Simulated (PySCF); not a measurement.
C2H2F3O2, charge +1, singlet, geometry from GFN2-xTB; B3LYP/6-31G (PySCF).

Here is a job for PySCF.
```python
from pyscf import gto, scf, dft

mol = gto.M(
    atom='''
O     1.608533   -0.884599    0.020284
C     0.908056    0.149579   -0.081190
O     1.254563    1.337808   -0.270552
C    -0.666663   -0.098153    0.056433
F    -1.305337    1.037369   -0.085358
F    -0.898681   -0.607445    1.248604
F    -1.033782   -0.949349   -0.878465
H     2.592874   -0.880286   -0.042476
H     2.194211    1.620895   -0.369866
''',
    basis='6-31g',
    charge=1,
    spin=0,
    verbose=4,
    symmetry=True,
)

mf = dft.RKS(mol)
mf.xc = 'b3lyp'
mf.kernel()
mf.analyze()
```

Q: Write the output that PySCF gives for this input, abridged.

A: 
```
PySCF version 2.14.0

[INPUT] verbose = 4
[INPUT] num. atoms = 9
[INPUT] num. electrons = 56
[INPUT] charge = 1
[INPUT] spin (= nelec alpha-beta = 2S) = 0
[INPUT] symmetry True subgroup None
[INPUT] Mole.unit = angstrom
[INPUT] Symbol           X                Y                Z      unit          X                Y                Z       unit  Magmom
[...]
nuclear repulsion = 349.884469320857
point group symmetry = C1
symmetry origin: [0. 0. 0.]
symmetry axis x: [1. 0. 0.]
symmetry axis y: [0. 1. 0.]
symmetry axis z: [0. 0. 1.]
num. orbitals of irrep A = 67
number of shells = 39
number of NR pGTOs = 162
number of NR cGTOs = 67
basis = 6-31g
ecp = {}

******** <class 'pyscf.dft.rks.RKS'> ********
method = RKS
initial guess = minao
damping factor = 0
level_shift factor = 0
DIIS = <class 'pyscf.scf.diis.CDIIS'>
diis_start_cycle = 1
diis_space = 8
diis_damp = 0
SCF conv_tol = 1e-09
SCF conv_tol_grad = None
SCF max_cycles = 50
direct_scf = True
direct_scf_tol = 1e-13
XC library pyscf.dft.libxc version 7.1.2
    S. Lehtola, C. Steigemann, M. J. T. Oliveira, and M. A. L. Marques,  SoftwareX 7, 1–5 (2018)
XC functionals = b3lyp
    P. J. Stephens, F. J. Devlin, C. F. Chabalowski, and M. J. Frisch,  J. Phys. Chem. 98, 11623 (1994)
radial grids:
    Treutler-Ahlrichs [JCP 102, 346 (1995); DOI:10.1063/1.469408] (M4) radial grids

becke partition: Becke, JCP 88, 2547 (1988); DOI:10.1063/1.454033
pruning grids: <function nwchem_prune>
grids dens level: 3
symmetrized grids: True
atomic radii adjust function: <function treutler_atomic_radii_adjust>
small_rho_cutoff = 0
Set gradient conv threshold to 3.16228e-05
Initial guess from minao.
tot grids = 118808
init E= -528.671483257651
[...]
cycle= 1 E= -526.566228089929  delta_E= 2.11  |g|=  1.2  |ddm|= 3.15
[...]
cycle= 2 E= -526.023119655301  delta_E= 0.543  |g|= 2.18  |ddm|= 2.76
[...]
cycle= 3 E= -526.873231629448  delta_E= -0.85  |g|= 0.0609  |ddm|= 1.63
[...]
cycle= 4 E= -526.873690738232  delta_E= -0.000459  |g|= 0.0399  |ddm|= 0.101
[...]
cycle= 5 E= -526.87407299197  delta_E= -0.000382  |g|= 0.00844  |ddm|= 0.0426
[...]
cycle= 6 E= -526.874084128115  delta_E= -1.11e-05  |g|= 0.00319  |ddm|= 0.00844
[...]
cycle= 7 E= -526.874085820378  delta_E= -1.69e-06  |g|= 0.00123  |ddm|= 0.00302
[...]
cycle= 8 E= -526.874086092387  delta_E= -2.72e-07  |g|= 0.000163  |ddm|= 0.000903
[...]
cycle= 9 E= -526.874086097801  delta_E= -5.41e-09  |g|= 4.72e-05  |ddm|= 0.000194
[...]
cycle= 10 E= -526.874086098186  delta_E= -3.86e-10  |g|= 2.06e-05  |ddm|= 4.74e-05
[...]
Extra cycle  E= -526.874086098088  delta_E= 9.87e-11  |g|= 3.11e-05  |ddm|= 3.64e-05
converged SCF energy = -526.874086098088
**** SCF Summaries ****
Total Energy =                        -526.874086098087673
Nuclear Repulsion Energy =             349.884469320856908
One-electron Energy =                -1409.357313683547318
Two-electron Energy =                  532.598758264602793
Two-electron Coulomb Energy =          592.476759546137259
DFT Exchange-Correlation Energy =      -59.878001281534466
HOMO-LUMO gap [eV] =                     7.619417380941699
**** MO energy ****
[...]
 ** Mulliken pop on meta-lowdin orthogonal AOs  **
 ** Mulliken pop  **
 ** Mulliken atomic charges  **
charge of    0O =     -0.23284
charge of    1C =      0.49491
charge of    2O =     -0.22960
charge of    3C =      0.69246
charge of    4F =     -0.17610
charge of    5F =     -0.18047
charge of    6F =     -0.18019
charge of    7H =      0.40588
charge of    8H =      0.40594

WARN: System has nonzero charge 1; the dipole moment is origin-dependent.
Location of origin: [0. 0. 0.]

Dipole moment(X, Y, Z, Debye):  9.73490,  1.59383, -0.85674
```
